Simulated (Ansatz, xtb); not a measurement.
## Relaxing a trial structure of C4H10BF

The starting geometry of this gas-phase singlet was built from a drawn formula by distance geometry and a force field; its bonds are those of `[BH3-][CH+][C@H](F)CC`.

```yaml
atoms:
  - { symbol: C, position_ang: [-1.4101, 1.2824, -0.5588] }
  - { symbol: C, position_ang: [0.0029, 1.3247, -0.0823] }
  - { symbol: C, position_ang: [1.0038, 1.0902, -1.2481] }
  - { symbol: C, position_ang: [0.9026, -0.3206, -1.8093] }
  - { symbol: B, position_ang: [-2.4284, 0.2184, -0.0618] }
  - { symbol: F, position_ang: [0.2997, 2.5083, 0.5372] }
  - { symbol: H, position_ang: [-2.0616, -0.8468, -0.2984] }
  - { symbol: H, position_ang: [-3.4862, 0.4725, -0.5224] }
  - { symbol: H, position_ang: [-2.5803, 0.3582, 1.1450] }
  - { symbol: H, position_ang: [-1.7129, 2.0323, -1.2630] }
  - { symbol: H, position_ang: [0.1740, 0.5064, 0.6979] }
  - { symbol: H, position_ang: [0.8248, 1.8330, -2.0334] }
  - { symbol: H, position_ang: [2.0336, 1.2381, -0.9100] }
  - { symbol: H, position_ang: [-0.0692, -0.4855, -2.2292] }
  - { symbol: H, position_ang: [1.1375, -1.0736, -1.0689] }
  - { symbol: H, position_ang: [1.6420, -0.4267, -2.6358] }
```

Predict what becomes of its bonds when it is optimised with r2SCAN-D4/def2-SVP.

It rearranges to `BC[C@H](F)CC`. Contacts that open: B5–H9 (1.22 → 2.10 Å). Contacts that close: C1–H9 (2.26 → 1.11 Å).

The energy falls by 2.64 eV over 21 steps:

```csv
step,E − E(last) (eV)
1,2.644
3,1.856
5,1.258
8,0.310
10,0.110
12,0.023
14,0.007
17,0.001
19,0.000
21,0.000
```

Final geometry (Å):

```
atom    x (Å)    y (Å)    z (Å)
   C  -1.4675   1.2944  -0.2165
   C   0.0190   1.3014   0.0890
   C   0.8645   1.0482  -1.1503
   C   0.5853  -0.2973  -1.8029
   B  -2.0771  -0.1014  -0.5497
   F   0.3876   2.5417   0.6106
   H  -1.7208  -1.0744   0.0768
   H  -2.9727  -0.2293  -1.3528
   H  -2.0045   1.5676   0.7197
   H  -1.7074   2.0852  -0.9475
   H   0.2468   0.5441   0.8647
   H   0.6747   1.8724  -1.8608
   H   1.9265   1.1218  -0.8612
   H  -0.4708  -0.3878  -2.1313
   H   0.7942  -1.1364  -1.1208
   H   1.1947  -0.4391  -2.7083
```

From the same start GFN2-xTB reaches the same bonding as this run.

No frequencies were run, so the end isn't proven a minimum. Run with Ansatz 0.2.0, 80 s on 2 threads of Arm Neoverse V1, on a shared host.
